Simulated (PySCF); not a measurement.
**How methods differ on the ionisation energy of Ar⁵⁺**

Ar⁵⁺ [Ne] 3s2 3p1 (2P) → Ar⁶⁺ [Ne] 3s2 (1S), as a difference of total energies. All numbers are calculated (PySCF 2.14, the spin-free X2C one-electron Hamiltonian (Gaussian nucleus), in an uncontracted even-tempered set (20 s from 0.09 bohr⁻², ratio 2.5; 13 p from 0.12 bohr⁻², ratio 2.5; 5 d from 1.2 bohr⁻², ratio 2.7; 5 f from 1.8 bohr⁻², ratio 2.7)). Correlated levels: outer shells: 1s2 frozen; virtual orbitals above 40 to 60 times the deepest correlated orbital energy dropped. The calculations carry no spin-orbit coupling.

| method | ionisation energy (eV) | plus first-order spin-orbit estimate | error of that sum (eV) |
| --- | --- | --- | --- |
| UHF | 90.347 | 90.517 | -0.773 |
| LDA | 91.216 | 91.386 | +0.096 |
| PBE | 91.244 | 91.413 | +0.123 |
| PBE0 | 91.243 | 91.412 | +0.122 |
| r2SCAN | 91.362 | 91.531 | +0.241 |
| PBEsol | 91.132 | 91.301 | +0.011 |
| BP86 | 91.366 | 91.535 | +0.245 |
| MP2 (outer shells) | 90.819 | 90.988 | -0.302 |
| SCS-MP2 (outer shells) | 90.785 | 90.954 | -0.336 |

Reference: 91.29 ± 0.01 eV (measured; NIST Atomic Spectra Database, ionization energies).

A first-order spin-orbit estimate (lowest level to lowest level, LS coupling) adds 0.169 eV.
